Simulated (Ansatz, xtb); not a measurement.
# Two structures of BClF2HSi−

We compare I, a singlet given by its coordinates, with II, a singlet given by its coordinates. Both are isolated ions in the gas phase, relaxed with r2SCAN-D4/def2-SVPD.

I (Å):

```xyz
6

B     0.8753   -0.5255   -1.2296
Cl    2.6761   -0.8000   -0.8522
F    -1.9014    0.0447   -0.4198
F     0.6508   -0.6268   -2.5608
Si   -0.2964    0.2890    0.1589
H    -0.2038   -0.8162    1.2113
```

Close contacts (Å): B1–Cl2 1.86, B1–F4 1.35, B1–Si5 1.99, F3–Si5 1.72, Si5–H6 1.53.

II (Å):

```yaml
atoms:
  - { symbol: B, position_ang: [-0.5275, -0.7315, -0.8153] }
  - { symbol: Cl, position_ang: [2.7168, -0.9842, -0.5243] }
  - { symbol: F, position_ang: [-0.5807, -2.0732, -1.0076] }
  - { symbol: F, position_ang: [-1.7846, -0.2116, -0.6793] }
  - { symbol: Si, position_ang: [1.0765, 0.4740, -1.0218] }
  - { symbol: H, position_ang: [0.9300, 1.0890, 0.3732] }
```

Close contacts (Å): B1–F3 1.36, B1–F4 1.37, B1–Si5 2.02, Cl2–Si5 2.25, Si5–H6 1.53.

Energies in hartree; the thermal terms are from r2SCAN-D4/def2-SVPD harmonic frequencies (ideal gas, rigid rotor, one conformer each, 298.15 K, 1 atm) and include the zero-point energy:

```
                               I           II
E, CCSD(T)/def2-SVPD  −973.108278  −973.128834
    E, MP2/def2-SVPD  −973.050848  −973.071878
  E, MP2/def2-TZVPPD  −973.762443  −973.783860
   zero-point energy     0.017156     0.017796
        H(298 K) − E     0.024458     0.025056
        G(298 K) − E    −0.014221    −0.013735
```

Problem. Correct the CCSD(T) difference for the basis set by the MP2 change, then work out ΔE, ΔE₀, ΔH and ΔG for I → II in kcal/mol (1 Eh = 627.51 kcal/mol) and the equilibrium ratio [II]/[I].

Solution. 1. Differences II − I: CCSD(T) −0.020556, MP2 in the small set −0.021030, MP2 in the large set −0.021417 Eh.
2. ΔE = −0.020556 + (−0.021417 − (−0.021030)) = −0.020943 Eh = −13.14 kcal/mol.
3. ΔE₀ = ΔE + ΔZPE = −0.020943 + (+0.000640) Eh = −12.74 kcal/mol.
4. ΔH = ΔE + (+0.000598) Eh = −12.77 kcal/mol.
5. ΔG = ΔE + (+0.000486) Eh = −12.84 kcal/mol, so ΔS = (ΔH − ΔG)/T = +1.0 J/(mol K).
6. kT = 0.9442 mEh, so K = [II]/[I] = exp(−ΔG/kT) = exp(+21.67) ≈ 2.6 × 10^9.

Structure II is favoured at this temperature. An error of 1 kcal/mol in ΔG would change K by a factor of 5.4. Mirror images and further conformers aren't counted.

Other levels gave ΔE = −4.0 (GFN2-xTB); −43.7 (HF/STO-3G, GFN2-xTB geometries); −11.9 (r2SCAN-D4/def2-SVPD//GFN2-xTB); −13.0 (r2SCAN-D4/def2-SVPD); −17.8 (HF/def2-SVPD); −13.2 (MP2/def2-SVPD); −12.9 (CCSD(T)/def2-SVPD) kcal/mol. The correlated steps freeze 13 core orbitals. Programs: Ansatz 0.2.0, xtb 6.7.1.
